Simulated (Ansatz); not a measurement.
Molecule: SbF$_{2}$, charge -1, multiplicity 1. 
Coordinates optimised at B3LYP-D3(BJ)/def2-TZVP (Ansatz, an electronic-structure program):
```xyz
3

Sb     0.0376    -0.0234     0.3517
F      0.6547     1.3321    -0.9935
F     -0.8679    -1.1993    -0.9993
```
Charge -1, spin multiplicity 1.

Basis-set convergence of Hartree-Fock and MP2 correlation energies (hartree) with Ansatz. Cores are frozen in the correlated levels unless marked. No spin-orbit coupling. The frozen core is the preceding noble-gas configuration, with the filled d and f shells of earlier blocks. In def2 rows, elements after Kr have scalar-relativistic effective core potentials.

| basis | functions | E(HF) | E(corr, MP2) |
|---|---|---|---|
| def2-SVPD | 78 | -438.04319 | -0.50083 |
| def2-TZVPPD | 136 | -438.29531 | -0.63658 |
| def2-QZVPPD | 220 | -438.30760 | -0.69413 |

Extrapolating the two largest sets (X = 3 and 4) as X^-3: E(corr) = (64·(-0.69413) - 27·(-0.63658))/37 = -0.7361 Eh, an estimate of the basis-set limit. The largest set recovers 94.3 % of it, the smallest 68.0 %.
